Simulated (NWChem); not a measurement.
# BNH2Br2; SMILES BrB(Br)N

```xyz
6

B      0.0000     0.0000    -0.6418
Br     1.6774     0.0000     0.3233
Br    -1.6774     0.0000     0.3233
N      0.0000     0.0000    -2.0368
H     -0.8618     0.0000    -2.5833
H      0.8618     0.0000    -2.5833
```
Atoms are numbered in this order, from 1.

All runs: NWChem. Pople sets run with spherical d functions. Structure relaxed at the PBE-D3(BJ)/def2-SVP level. Total energies compare along this basis series because the functional is fixed.

```csv
level,basis functions,energy (Ha),highest occupied level (eV),orbital gap (eV),dipole (D),relative time
PBE/STO-3G,48,-5170.9259,-3.60,5.94,3.10,1
PBE/3-21G,66,-5203.1286,-6.34,5.86,3.35,2
PBE/6-31G*,96,-5227.7410,-6.71,5.75,3.18,7
PBE/6-311G**,136,-5228.3162,-6.79,5.72,3.06,6
```

Times are rough ratios from one shared machine.
